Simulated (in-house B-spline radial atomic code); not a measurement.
Configurations of neutral iron, with energies counted from [Ar] 3d6 4s2. Level of theory: Dirac-Hartree-Fock, average of configuration, Fermi nucleus of rms radius 3.7377 fm; calculated with a radial B-spline atomic code at the basis-set limit. Energies include first-order Breit, QED and recoil terms.

Occupations are held fixed; configurations that lie above the ionisation limit could autoionise.

| configuration | E - E(ref) (eV) | highest orbital | its <r> (bohr) |
| --- | --- | --- | --- |
| [Ar] 3d6 4s1 5g1 | 6.3335 | 5g9/2 | 27.5 |
| [Ar] 3d6 4s1 6f1 | 6.4995 | 6f5/2 | 47.95 |
| [Ar] 3d6 4s1 6g1 | 6.4998 | 6g9/2 | 44 |
| [Ar] 3d5 4s2 4p1 | 6.6495 | 4p3/2 | 3.777 |
| [Ar] 3d5 4s2 5g1 | 11.268 | 5g9/2 | 27.5 |
| [Ar] 3d5 4s2 7g1 | 11.535 | 7g9/2 | 63.5 |
| [Ne] 3s2 3p5 3d6 4s2 4f1 | 68.91 | 4f7/2 | 17.97 |
| [Ne] 3s2 3p5 3d6 4s2 5f1 | 69.216 | 5f7/2 | 31.45 |
| [Ne] 3s2 3p5 3d6 4s2 8s1 | 69.288 | 8s1/2 | 43.33 |

(1) Order these further configurations by energy, lowest first.
A. [Ar] 3d5 4s2 7s1
B. [Ne] 3s2 3p5 3d6 4s2 6g1
C. [Ne] 3s2 3p5 3d7 4s2
D. [Ar] 3d5 4s2 5p1
E. [Ar] 3d6 4s1 5f1

(2) How far above the reference does [Ar] 3d5 4s2 5f1 lie?

(3) How far above the reference does [Ar] 3d6 4s1 4f1 lie?

(4) How far above the reference does [Ne] 3s2 3p5 3d6 4s2 7g1 lie?

Answers

(1) E (6.3331 eV), D (10.102 eV), A (11.099 eV), C (57.697 eV), B (69.383 eV).

(2) 11.268 eV; its least bound orbital is 5f7/2 with <r> = 31.44 bohr.

(3) 6.0268 eV; its least bound orbital is 4f7/2 with <r> = 17.97 bohr.

(4) 69.483 eV; its least bound orbital is 7g9/2 with <r> = 63.5 bohr.
